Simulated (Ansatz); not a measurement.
Computed with PBE0-D4/def2-TZVP (Ansatz, a first-principles code). No frequencies were computed at this level.

Ansatz 0.2 input:
```yaml
crystal:
  periodic: [false, false, false]
  atoms:
    - { symbol: C, position_ang: [-1.798742, -0.083102, 0.051246] }
    - { symbol: Al, position_ang: [0.011349, -0.79623, -0.48542] }
    - { symbol: C, position_ang: [1.799117, 0.045572, -0.074749] }
    - { symbol: H, position_ang: [-1.881892, 0.074457, 1.133204] }
    - { symbol: H, position_ang: [-2.607783, -0.769301, -0.228526] }
    - { symbol: H, position_ang: [-2.027309, 0.879822, -0.421227] }
    - { symbol: H, position_ang: [2.623864, -0.496317, -0.554368] }
    - { symbol: H, position_ang: [1.863552, 1.084138, -0.419817] }
    - { symbol: H, position_ang: [2.017842, 0.060962, 0.999657] }
basis:
  gaussian: { orbitals: def2-tzvp }
hamiltonian:
  xc: pbe0
  dispersion: d4
relax:
  max_steps: 150
magnetization:
  spin_polarized: true
  initial_magnetization: 1
```

Output:

```
Functional definition: PBE0
903 factors; their error is unknown
mean field evaluation 1: about -8750.6129 eV, gradient 5.1e1 eV
mean field evaluation 2: about -8743.7014 eV, gradient 5.8e1 eV
mean field evaluation 4: about -8762.9606 eV, gradient 1.0e0 eV
mean field evaluation 8: about -8762.9725 eV, gradient 1.9e-1 eV
mean field evaluation 16: about -8762.9727 eV, gradient 1.5e-5 eV
mean field -8762.97266420 eV, -322.0333056531 hartree, gradient 1.5e-5 eV, S^2 0.751692; 0 other end points of the search recorded, 0 dependent functions left out
reference -8762.97269722 eV, -322.0333068666 hartree; 16, 15 occupied and 119, 120 virtual orbitals, 903 factors
relax step   1: F+E_penalty+E_count = -8763.08248891 eV  Δ(F+E_penalty+E_count) = +0.000e0 eV  max|allowed force component| = 2.287e-1 eV/Å  Δτ_max = 0.0000 Å  (29 SCF iters, accepted)
these checks for a lower state are left out or cut short: starts, cluster_reference, orbital_swaps, neighbouring_geometries, increment
903 factors; their error is unknown
mean field -8763.02642359 eV, -322.0352812741 hartree, gradient 9.6e-6 eV, S^2 0.751614; 0 other end points of the search recorded, 0 dependent functions left out
reference -8763.02645630 eV, -322.0352824762 hartree; 16, 15 occupied and 119, 120 virtual orbitals, 903 factors
relax step   2: F+E_penalty+E_count = -8763.13881198 eV  Δ(F+E_penalty+E_count) = -5.632e-2 eV  max|allowed force component| = 2.700e-1 eV/Å  Δτ_max = 0.1275 Å  (31 SCF iters, accepted)
these checks for a lower state are left out or cut short: starts, cluster_reference, orbital_swaps, neighbouring_geometries, increment
903 factors; their error is unknown
mean field -8763.03822851 eV, -322.0357150971 hartree, gradient 2.4e-5 eV, S^2 0.751578; 0 other end points of the search recorded, 0 dependent functions left out
reference -8763.03826113 eV, -322.0357162959 hartree; 16, 15 occupied and 119, 120 virtual orbitals, 903 factors
relax step   3: F+E_penalty+E_count = -8763.15188347 eV  Δ(F+E_penalty+E_count) = -1.307e-2 eV  max|allowed force component| = 8.120e-2 eV/Å  Δτ_max = 0.0745 Å  (30 SCF iters, accepted)
these checks for a lower state are left out or cut short: starts, cluster_reference, orbital_swaps, neighbouring_geometries, increment
903 factors; their error is unknown
mean field evaluation 32: about -8763.0302 eV, gradient 9.9e-1 eV
mean field -8763.03960389 eV, -322.0357656414 hartree, gradient 2.5e-5 eV, S^2 0.751588; 0 other end points of the search recorded, 0 dependent functions left out
reference -8763.03963646 eV, -322.0357668382 hartree; 16, 15 occupied and 119, 120 virtual orbitals, 903 factors
relax step   4: F+E_penalty+E_count = -8763.15363511 eV  Δ(F+E_penalty+E_count) = -1.752e-3 eV  max|allowed force component| = 2.873e-2 eV/Å  Δτ_max = 0.0232 Å  (30 SCF iters, accepted)
these checks for a lower state are left out or cut short: starts, cluster_reference, orbital_swaps, neighbouring_geometries, increment
903 factors; their error is unknown
mean field -8763.03970441 eV, -322.0357693353 hartree, gradient 2.5e-5 eV, S^2 0.751601; 0 other end points of the search recorded, 0 dependent functions left out
reference -8763.03973695 eV, -322.0357705314 hartree; 16, 15 occupied and 119, 120 virtual orbitals, 903 factors
relax step   5: F+E_penalty+E_count = -8763.15381335 eV  Δ(F+E_penalty+E_count) = -1.782e-4 eV  max|allowed force component| = 8.727e-3 eV/Å  Δτ_max = 0.0092 Å  (31 SCF iters, accepted)
903 factors; their error is unknown
mean field evaluation 64: about -8763.0397 eV, gradient 1.0e-5 eV
mean field -8763.03970441 eV, -322.0357693353 hartree, gradient 2.7e-5 eV, S^2 0.751601; 1 other end points of the search recorded, 0 dependent functions left out
reference -8763.03973695 eV, -322.0357705314 hartree; 16, 15 occupied and 119, 120 virtual orbitals, 903 factors
Total energy: -8763.15384590 eV, -322.0399639578 hartree
Atom 0 at    -1.682123    -0.095530     0.043902 Å, force     0.008294     0.003015     0.000277 eV/Å
Atom 1 at     0.012795    -0.904548    -0.552041 Å, force    -0.000096    -0.000420    -0.000671 eV/Å
Atom 2 at     1.682991     0.030312    -0.084161 Å, force    -0.008727     0.001081     0.002521 eV/Å
Atom 3 at    -1.653661     0.067324     1.127692 Å, force     0.000185    -0.000074     0.000360 eV/Å
Atom 4 at    -2.567445    -0.688478    -0.189874 Å, force    -0.005567    -0.002501    -0.001261 eV/Å
Atom 5 at    -1.799139     0.888896    -0.425107 Å, force     0.000017    -0.000187     0.000979 eV/Å
Atom 6 at     2.582398    -0.425678    -0.500296 Å, force     0.005932    -0.002088    -0.001602 eV/Å
Atom 7 at     1.634166     1.070446    -0.427102 Å, force    -0.000060     0.000168    -0.000333 eV/Å
Atom 8 at     1.790015     0.057257     1.006986 Å, force     0.000021     0.001006    -0.000269 eV/Å
Dipole moment:    -0.001075     0.075776     0.046225 e Å
```

Cost: around 30 core-seconds (rough).
